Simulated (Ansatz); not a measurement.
## Ansatz (development build ahead of 0.2.0) run

```yaml
crystal:
  periodic: [false, false, false]
  atoms:
    - { symbol: Ca, position_ang: [0.0, 0.0, 0.0] }
basis:
  gaussian: { orbitals: def2-SVPD }
hamiltonian:
  xc: hf
```

The input is written out in the form of the current development build from the run's settings.

The run gave:

- Converged: yes
- Total energy: -676.66084 hartree
- Spin squared of the determinant: 0.000
